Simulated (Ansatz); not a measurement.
Cost and result for the atomization energy of C$_{6}$H$_{8}$O$_{2}$ (`O=C1CCCC(=O)C1`) (16 atoms, 16 bonds).

```xyz
16

O     0.1518    0.1314    2.7172
C     0.1953    0.0920    1.5159
C    -0.2175    1.2645    0.6529
C     0.0621    1.0535   -0.8272
C    -0.5396   -0.2574   -1.3099
C    -0.1348   -1.4501   -0.4711
O    -0.4306   -2.5767   -0.7711
C     0.6633   -1.1428    0.7770
H     0.2702    2.1588    1.0484
H    -1.2916    1.4071    0.8237
H     1.1427    1.0551   -1.0056
H    -0.3416    1.8864   -1.4068
H    -1.6349   -0.2139   -1.2719
H    -0.2844   -0.4779   -2.3494
H     0.7017   -2.0050    1.4399
H     1.6878   -0.9250    0.4381
```

The species carries charge 0 and has multiplicity 1. The structure was optimised at the PBE0-D4/def2-TZVP level. Program: Ansatz. All runs use 2 threads of an AMD EPYC 7R13 on a shared host and a share of an NVIDIA H100 80 GB. Times are those of one run each, without the atoms' runs, and a repeat can differ threefold. Electronic energies, without spin–orbit coupling; frozen cores. CCSD(T)/CBS adds CCSD(T) − MP2 in def2-TZVPP to the MP2 limit, and its time is that of the two runs behind it. T1 = 0.014. B3LYP takes the VWN-RPA correlation (the form of Gaussian; ORCA's B3LYP/G). HSE06 is the plane-wave form, built on full-range PBE exchange.

CCSD(T)/CBS is a level of theory with its own doubt, some kJ/mol a heavy atom from the limit and from the frozen cores, so smaller differences don't rank the functionals.

```csv
level,functions,wall time,atomization (kcal/mol),difference from CCSD(T)/CBS,per bond
HSE06-D4/def2-TZVPP,360,2.4 s,1725.7,25.0,1.6
CAM-B3LYP-D4/def2-TZVPP,360,2.5 s,1711.5,10.8,0.7
BHLYP-D4/def2-TZVPP,360,2.7 s,1642.6,-58.1,-3.6
CCSD(T)/def2-SVP,152,3.1 s,1636.9,-63.8,-4.0
r2SCANh-D4/def2-TZVPP,360,3.1 s,1701.4,0.7,0.0
revPBE-D4/def2-TZVPP,360,3.7 s,1717.7,17.0,1.1
BLYP-D4/def2-TZVPP,360,3.7 s,1706.9,6.2,0.4
B3LYP-D4/def2-TZVPP (with forces),360,3.9 s,1702.7,2.0,0.1
PBE0-D4/def2-TZVPP,360,4.4 s,1724.4,23.7,1.5
B97M-V/def2-TZVPP,360,6 s,1707.6,6.9,0.4
MP2/def2-QZVPP,696,6.5 s,1726.8,26.1,1.6
CCSD(T)/def2-TZVPP,360,11 s,1659.7,-41.0,-2.6
CCSD(T)/CBS(def2),–,18 s,1700.7,0.0,0.0
```

At CCSD(T), def2-SVP lies −63.9 kcal/mol from the extrapolated value and def2-TZVPP −41.1 kcal/mol: correlation converges slowly with the basis, and small sets miss more of it in the bonded molecule than in its fragments. From PBE to PBE0 (25 % exact exchange), in def2-TZVPP and without D4, the atomization energy moves by −38.4 kcal/mol: exact exchange takes away binding that semilocal exchange gives to molecules. Leaving LDA and LC-ωPBE aside and taking each functional with its dispersion term where it has one, the values, not all of them listed here, spread over 121.6 kcal/mol, from BHLYP-D4 to PBE-D4. LDA lies +227.4 kcal/mol from PBE without D4, its usual overbinding.
